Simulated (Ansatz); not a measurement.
Total energies of (Cl2Al-mu-PSiH3)2 (Al2Si4P2H12Cl4) from Ansatz at PBE-D4/def2-SVP, gas phase (1 Eh = 27.2114 eV = 2625.5 kJ/mol). The reference geometry is relaxed at PBE-D4/def2-SVP.

```
atom   x (Å)   y (Å)   z (Å)
 Al1   0.324  -0.841   1.451
 Cl2   0.628   0.296   3.233
 Cl3   0.418  -2.973   1.480
  P4   1.671   0.033  -0.348
 Si5   2.955  -1.504  -1.391
 Si6   2.849   1.861   0.269
 Al7  -0.334   0.613  -1.556
 Cl8  -0.475   2.730  -1.798
 Cl9  -0.602  -0.701  -3.216
 P10  -1.674  -0.113   0.313
Si11  -2.681   1.613   1.370
Si12  -3.115  -1.786  -0.162
 H13   3.530  -0.886  -2.633
 H14   2.054  -2.653  -1.721
 H15   4.056  -1.926  -0.461
 H16   3.460   2.480  -0.956
 H17   1.869   2.792   0.914
 H18   3.920   1.446   1.234
 H19  -3.747   2.175   0.476
 H20  -1.609   2.624   1.635
 H21  -3.282   1.112   2.650
 H22  -3.689  -2.306   1.125
 H23  -2.321  -2.840  -0.868
 H24  -4.207  -1.247  -1.040
```

```json
{"state": "charge 0 singlet", "geometry": "reference", "energy (Eh)": "-4170.73511"}
{"state": "charge 1 doublet", "geometry": "reference", "energy (Eh)": "-4170.41881"}
{"state": "charge 1 doublet", "geometry": "relaxed at PBE-D4/def2-SVP", "energy (Eh)": "-4170.42402"}
{"state": "free Al atom (doublet)", "geometry": "–", "energy (Eh)": "-242.14160"}
{"state": "free Cl atom (doublet)", "geometry": "–", "energy (Eh)": "-459.79702"}
{"state": "free P atom (quartet)", "geometry": "–", "energy (Eh)": "-340.98790"}
{"state": "free Si atom (triplet)", "geometry": "–", "energy (Eh)": "-289.12416"}
{"state": "free H atom (doublet)", "geometry": "–", "energy (Eh)": "-0.49863"}
```

(1) Work out the vertical ionisation energy to the doublet.

(2) How much does the charge 1 doublet relax, and what is the adiabatic ionisation energy?

(3) What is the binding energy per atom against free atoms?

(1) E(charge 1 doublet) − E(charge 0 singlet) = -4170.41881 − (-4170.73511) = 0.31630 Eh = 8.61 eV. For comparison, −ε of the highest occupied level is 6.63 eV at this level, 1.98 eV less.

(2) Relaxation: -4170.41881 − (-4170.42402) = 0.00521 Eh = 0.14 eV. Adiabatic ionisation energy: 0.31109 Eh = 8.47 eV, without zero-point energy. 

(3) Atoms: 2 × (-242.14160) + 4 × (-459.79702) + 2 × (-340.98790) + 4 × (-289.12416) + 12 × (-0.49863) = -4167.92728 Eh. Binding: -4167.92728 − (-4170.73511) = 2.80783 Eh = 76.40 eV, or 3.18 eV for each of 24 atoms (no zero-point energy, no counterpoise term).
